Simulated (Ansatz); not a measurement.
Program: Ansatz. Geometries: PBE0-D4/def2-TZVP. ΔE: electronic, gas phase. CCSD(T)/CBS adds triple-zeta CCSD(T) − MP2 to the extrapolated MP2 energy (def2 sets, frozen cores). DFT in def2-TZVPP. B3LYP here is the variant with VWN-RPA as its local correlation; programs differ in this. For Br outer-core shells are correlated without core-valence functions, which leaves a few kJ/mol of doubt a bond. Scalar relativity is left out up to krypton. Each species was taken in one conformer, which may not be the lowest.

`[SiH3][O][Al]([SH])[Cl]` + `O[SiH](O)Br` → `[OH][Al]([SH])[Cl]` + `O[SiH](Br)O[SiH3]`  (redistribution)

`[SiH3][O][Al]([SH])[Cl]`:

```xyz
9

Si    1.156   -0.894   -0.981
O     0.115   -0.069   -0.039
Al   -0.642    0.764    1.193
S    -2.653    1.517    0.953
Cl    0.333    1.101    3.001
H     1.693   -2.069   -0.245
H     0.448   -1.366   -2.199
H     2.283   -0.013   -1.384
H    -2.735    1.030   -0.299
```

`O[SiH](O)Br`:

Z-matrix (Å, degrees):
```
Si
O 1 1.631
Br 1 2.230 2 107.4
O 1 1.621 2 109.9 3 -121.9
H 1 1.469 2 113.6 3 119.3
H 2 0.958 1 117.9 3 -25.3
H 4 0.959 1 118.6 2 53.3
```

`[OH][Al]([SH])[Cl]`:

Z-matrix (Å, degrees):
```
Al
S 1 2.161
Cl 1 2.092 2 120.7
O 1 1.680 2 117.8 3 -180.0
H 2 1.345 1 91.8 3 -0.0
H 4 0.956 1 124.1 2 180.0
```

`O[SiH](Br)O[SiH3]`:

```xyz
10

O     1.487   -1.900   -0.560
Si    0.099   -1.342    0.069
Br    0.320   -1.070    2.269
O    -0.335    0.083   -0.556
Si   -0.666    1.662   -0.234
H     2.312   -1.468   -0.332
H    -0.926   -2.358   -0.200
H     0.556    2.343    0.264
H    -1.741    1.763    0.783
H    -1.106    2.288   -1.502
```

```
             level  ΔE (kcal/mol)
            PBE-D4            0.7
          B3LYP-D4            0.7
           r2SCAN0            1.2
RPA@PBE/def2-TZVPP            0.8
     CCSD/def2-SVP            1.6
  CCSD(T)/def2-SVP            1.4
SCS-MP2/def2-TZVPP            0.9
     MP2/CBS(def2)            0.4
```

What does CCSD(T)/CBS give? (Best estimate.)

Computed: +0.6 kcal/mol. The listed levels differ from it by 0.1, 0.1, 0.6, 0.2, 1.0, 0.8, 0.3, -0.2 kcal/mol.

Largest T1 diagnostic among the species: 0.011.

In def2-TZVPP, CCSD(T) changes the Hartree–Fock value by −1.1 kcal/mol (the triples alone add −0.2 kcal/mol) and MP2 by −1.4 kcal/mol. The D4 term adds −0.8 kcal/mol with B3LYP and −0.4 kcal/mol with PBE0; it sums over pairs of atoms, weighted by their polarisabilities, and B3LYP, whose exchange is more repulsive, gets the larger term.
